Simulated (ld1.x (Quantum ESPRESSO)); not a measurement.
Building the TM potential for Au (PBEsol, scalar-relativistic).

ld1.x (Quantum ESPRESSO) 7.5 input, shortened:

```
&input
   title='Au', zed=79., rel=1, dft='PBESOL', iswitch=3,
   config='[Xe] 4f14 5d10 6s0 6p0'
 /
 &inputp
   pseudotype=2, tm=.true., lloc=2,
   nlcc=.false.
 /
3
5S  1  0   2.00   0.00  1.50  1.50  0.0
5P  2  1   6.00   0.00  1.55  1.55  0.0
5D  3  2  10.00   0.00  1.30  1.30  0.0
 &test
   configts(1)='5s2 5p6 5d10 6s0 6p0'
 /
```

Question: Does the generator finish with these settings?

Answer: Yes, a potential is produced.

Question: Estimate the cutoffs (Ry, on a coarse ladder) from which the occupation-weighted sum of valence levels, in a spherical-Bessel basis at the reference potential, stays within 10 and 1 mRy of its value at 400 Ry.

Answer: 80 Ry and 100 Ry.

Question: What does a ghost test show?

Answer: No extra level below or beside the all-electron valence levels (s, p, d, f tested).

Question: Tests: 5s2 5p6 5d10 6s1 6p0; 5s2 5p6 5d9 6s0 6p0; 5s2 5p6 5d8 6s0 6p0; 5s2 5p6 5d10 6s0.5 6p0; 5s2 5p5 5d10 6s1 6p0; 5s2 5p6 5d9 6s1 6p1; 5s2 5p6 5d9 6s2 6p0. Which has the largest error in its energy relative to the reference configuration, and how large is it?

Answer: 5s2 5p6 5d9 6s2 6p0, with -1600 meV (all-electron minus pseudo) on -7.77 eV.
